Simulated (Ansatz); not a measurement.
Input for Ansatz (a quantum-chemistry and plane-wave program): U-PBE/def2-TZVPP on O (SMILES [O]).

Ansatz 0.2 input:
```yaml
crystal:
  periodic: [false, false, false]
  atoms:
    - {symbol: O, position_ang: [0.00000000, 0.00000000, 0.00000000]}
basis:
  gaussian:
    orbitals: def2-TZVPP
hamiltonian:
  xc: {name: PBE}
magnetization: {spin_polarized: true, initial_magnetization: 2}
```

### Question
Give the final energy of this run.

### Answer
-75.0097 hartree.
